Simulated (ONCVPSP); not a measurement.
vanadium (V): excitation energies, all-electron against ONCV

V, optimised norm-conserving Vanderbilt (ONCV), made with ONCVPSP 4.0.1 (PBE, scalar-relativistic). Core [Ne], reference 3s2 3p6 3d3 4s2. Waves: 3s+4s: rc 1.35 bohr, ncon 5, nbas 10, qcut 10.3 1/bohr, 2 projectors; 3p: rc 1.45 bohr, ncon 4, nbas 7, qcut 8.2 1/bohr, 2 projectors, debl 2.8 Ha; 3d: rc 1.35 bohr, ncon 4, nbas 9, qcut 13.8 1/bohr, 2 projectors, debl 3.8 Ha; f scattering state at 0.07 Ha: rc 1.25 bohr, ncon 4, nbas 9, qcut 7.8 1/bohr, 2 projectors, debl 3.6 Ha. Local part: polynomial inside 1.20 bohr (lpopt 5, dvloc0 0 Ha). Core correction: Teter function, fcfact 5.25, rcfact 1.05.

Energies are relative to the spin-unpolarised reference configuration 3s2 3p6 3d3 4s2; without spin polarisation the order of configurations can differ from experiment.

```tsv
valence configuration	charge	ΔE all-electron (eV)	error AE − PS (meV)
3s2 3p6 3d3 4s1	+1	7.735	-0.3
3s2 3p6 3d3 4s0	+2	22.031	-0.4
3s2 3p6 3d2 4s0	+3	50.928	+6.5
```

Question: What are ΔE and the potential's error for 3s2 3p6 3d2 4s2?

Answer: ΔE = 10.975 eV all-electron; the error (AE − PS) is +10 meV.
